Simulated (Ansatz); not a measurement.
Consider the substitution at a C–Si bond: `CO[Si](C)(N)Cl` + `OCF` → `COCF` + `CO[SiH](N)Cl`.

Program: Ansatz. Geometries: PBE0-D4/def2-TZVP. ΔE: electronic, gas phase. CCSD(T)/CBS adds triple-zeta CCSD(T) − MP2 to the extrapolated MP2 energy (def2 sets, frozen cores). Functionals use def2-TZVPP. B3LYP here is the variant with VWN-RPA as its local correlation; programs differ in this. One conformer a species, not always the lowest.

CCSD(T)/CBS gives +98.7 kJ/mol.

(1) Another level gave +94.5 kJ/mol. Which?
A. B3LYP/def2-TZVPP
B. HF/def2-TZVPP
C. MP2/def2-TZVPP
D. CCSD/def2-TZVPP

Largest T1 diagnostic among the species: 0.011.

Answers

(1) D. CCSD/def2-TZVPP 94.5, MP2/def2-TZVPP 101.6, B3LYP 87.4, HF/def2-TZVPP 82.0 kJ/mol.

From PBE to PBE0 (25 % exact exchange), in def2-TZVPP and without D4, ΔE moves by +3.1 kJ/mol. The D4 term adds +6.4 kJ/mol with B3LYP and +3.7 kJ/mol with PBE0; it sums over pairs of atoms, weighted by their polarisabilities, and B3LYP, whose exchange is more repulsive, gets the larger term.
